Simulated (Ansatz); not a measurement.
The inner images of a band of C₂H₃FOSi (8 atoms, charge 0, multiplicity 1) are given out of order.

These are results of Ansatz, RKS PBE-D4/def2-SVP, not measurements.

Initial state:

```xyz
8
Properties=species:S:1:pos:R:3
O -0.862 1.349 1.169
C -0.260 0.460 0.361
C 0.548 0.350 -0.716
F 1.184 1.179 -1.557
Si 0.073 -1.307 -0.100
H -0.631 2.250 0.863
H 1.005 -2.178 0.700
H -0.966 -2.161 -0.777
```

Final state:

```xyz
8
Properties=species:S:1:pos:R:3
O -0.643 1.686 0.884
C -0.146 0.632 0.211
C 0.651 0.407 -0.854
F 1.331 1.126 -1.749
Si 0.100 -1.182 -0.137
H -1.197 1.349 1.612
H 0.982 -2.046 0.727
H -0.986 -2.030 -0.750
```

Task: Put them in order from the first end to the last, with their energies above the first end.
A.
```xyz
8
Properties=species:S:1:pos:R:3
O -0.755 1.331 1.259
C -0.159 0.470 0.414
C 0.613 0.363 -0.691
F 1.216 1.175 -1.570
Si 0.079 -1.293 -0.114
H -0.863 2.196 0.818
H 0.984 -2.239 0.625
H -1.024 -2.061 -0.798
```
B.
```xyz
8
Properties=species:S:1:pos:R:3
O -0.559 1.397 1.315
C -0.088 0.501 0.419
C 0.643 0.357 -0.708
F 1.287 1.129 -1.590
Si 0.036 -1.277 -0.121
H -1.052 2.098 0.848
H 0.925 -2.264 0.582
H -1.101 -1.998 -0.802
```
C.
```xyz
8
Properties=species:S:1:pos:R:3
O -0.398 1.758 0.908
C -0.070 0.630 0.247
C 0.767 0.294 -0.755
F 1.609 0.925 -1.575
Si -0.035 -1.212 -0.098
H -1.300 1.667 1.266
H 0.709 -2.226 0.737
H -1.190 -1.893 -0.786
```
D.
```xyz
8
Properties=species:S:1:pos:R:3
O -0.385 1.530 1.258
C -0.055 0.543 0.387
C 0.668 0.334 -0.731
F 1.381 1.053 -1.599
Si -0.013 -1.262 -0.109
H -1.191 1.978 0.936
H 0.854 -2.277 0.589
H -1.167 -1.956 -0.786
```
E.
```xyz
8
Properties=species:S:1:pos:R:3
O -0.326 1.672 1.088
C -0.057 0.592 0.319
C 0.712 0.305 -0.748
F 1.498 0.975 -1.590
Si -0.034 -1.242 -0.094
H -1.288 1.831 1.088
H 0.783 -2.267 0.652
H -1.195 -1.923 -0.770
```

Result: A (+0.047 eV), B (+0.169 eV), D (+0.238 eV), E (+0.160 eV), C (+0.029 eV).

Run time: 69 s on 1 thread of Arm Neoverse V2 (shared host), peak memory 0.12 GiB.
